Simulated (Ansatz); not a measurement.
Species: PbCl2 (charge -1, doublet). 
Coordinates optimised at B3LYP-D3(BJ)/def2-TZVP (Ansatz, a program for electronic structure):
```
Pb
Cl 1 2.6396
Cl 1 2.6396 2 102.79
```
Charge -1, spin multiplicity 2.

Total electronic energies in hartree. Cores are frozen in the correlated levels unless marked. Open shells are spin-unrestricted. No spin-orbit coupling. The frozen core is the preceding noble-gas configuration, with the filled d and f shells of earlier blocks. Past Kr the def2 sets carry scalar-relativistic core potentials. Basis-set limits of correlation are two-point, X^-3; Hartree-Fock from the larger set. [CCSD(T)-MP2]/basis is that difference in the basis named.

| level | program | energy (Eh) |
|---|---|---|
| RI-HF/def2-QZVPP | Ansatz | -1111.05526 |
| BLYP-D3(BJ)/def2-TZVPD | Ansatz + dftd3 | -1113.46324 |
| B97M-V/def2-TZVPD | Ansatz | -1113.23962 |
| B3LYP-D4/def2-TZVPD | Ansatz + dftd4 | -1113.58978 |
| B3LYP/def2-TZVPD | Ansatz | -1113.58388 |
| HSE06-D3(BJ)/def2-TZVPD | Ansatz + dftd3 | -1113.16394 |
| SCS-MP2/def2-SVPD | Ansatz | -1111.07027 |
| SCS-MP2/def2-TZVPP | Ansatz | -1111.46822 |
| RI-MP2/CBS(def2-TZVPPD,def2-QZVPPD)+[CCSD(T)-MP2]/def2-TZVPPD | Ansatz | -1111.6482 |

Totals of different functionals don't rank their quality; only differences between species are comparable.
